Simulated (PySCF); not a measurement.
C₆H₁₁N₃.
InChI=1S/C6H11N3/c1-4-6-8-7-5(2)9(6)3/h4H2,1-3H3

Torsions of this conformer, `[CH3:1][CH2:2][c:3]1[n:4][n:5][c:6]([CH3:7])[n:8]1[CH3:9]`: C1–C2–C3–N4 -103°.

The closed-shell ground state was solved at several levels (PySCF, density fitting, gas phase, non-relativistic). Geometry: PBE0-D3(BJ)/def2-SVP, one conformer, isolated molecule.

| level | basis functions | HOMO (eV) | LUMO (eV) | gap (eV) | dipole (D) |
| --- | --- | --- | --- | --- | --- |
| PBE0/pcSseg-1 | 208 | -6.90 | 0.52 | 7.42 | 6.14 |
| B97-2/pcSseg-1 | 208 | -6.65 | 0.48 | 7.13 | 6.10 |

Q: Estimate the row for wB97X-D/def2-SVPD, a basis of 268 functions; the other rows only guide the guess.

A: HOMO -8.73 eV, LUMO 1.83 eV, gap 10.56 eV, dipole 6.12 D.

Q: Over all these levels, which gives the widest orbital gap and which the narrowest?

A: wB97X-D/def2-SVPD (range-separated hybrid) has the widest, 10.56 eV, and B97-2/pcSseg-1 (global hybrid, 21 % exact exchange) the narrowest, 7.13 eV. Functional and basis both differ between the two, so the spread mixes both effects.

Q: How far do the dipole and the HOMO energy spread over the levels?

A: The dipole runs from 6.10 to 6.14 D (mean 6.12 D) and the HOMO from -8.73 to -6.65 eV.
